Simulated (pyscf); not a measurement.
## `[OH][Sn]([OH])[OH]`, doublet

Gas-phase minimum from PySCF at ωB97X-D3(BJ)/def2-SVP, one conformer. Other isomers of HO–Sn•(OH)–OH were not searched in full and may lie lower. 

```xyz
7

O     -0.4367    -0.3002     1.5861
Sn    -1.0393    -0.7079    -0.2679
O      0.5759    -0.4877    -1.4110
O     -2.2504     0.7899    -0.7726
H      0.4925    -0.5335     1.7193
H      0.3613    -0.0703    -2.2568
H     -2.7058     1.1563    -0.0019
```
Charge 0, spin multiplicity 2.

Bonds (Å): O1–Sn2 1.992, O1–H5 0.967, Sn2–O3 1.991, Sn2–O4 1.991, O3–H6 0.967, O4–H7 0.967. Angles (°): Sn2–O1–H5 111.7, O1–Sn2–O3 105.4, O1–Sn2–O4 105.4, O3–Sn2–O4 105.4, Sn2–O3–H6 111.7, Sn2–O4–H7 111.7.

Properties at ωB97X-D3(BJ)/def2-SVP:

```json
{
  "harmonic_wavenumbers_unscaled": "60, 62, 120, 205, 206, 206, 601, 610, 611, 806, 819, 820, 3870, 3871, 3873 cm⁻¹",
  "zero_point_energy": "23.9 kcal/mol",
  "rotational_symmetry_number": "3",
  "Entropy of this conformer at 298 K and 1 atm, rigid rotor and harmonic oscillator, modes under 100 cm⁻¹ raised to 100": "354.5 J/(mol K)",
  "dipole_moment": "1.21 D",
  "Spin expectation value S2": "0.758"
}
```

Single-point totals, which compare only within one level:

```tsv
level	total energy (hartree)
ωB97X-D3(BJ)/def2-TZVP	-442.01918
PBE/def2-TZVP	-441.68353
r²SCAN/def2-TZVP	-441.89112
B3LYP-D3(BJ)/def2-TZVP	-441.99768
PBE0-D3(BJ)/def2-TZVP	-441.68141
M06-2X/def2-TZVP	-441.76920
ωB97M-D3(BJ)/def2-TZVP	-441.99674
```

Soft torsions are taken as harmonic, which can shift the entropy by several J/(mol K). Elements past Kr carry the def2 core potentials, without spin-orbit coupling.
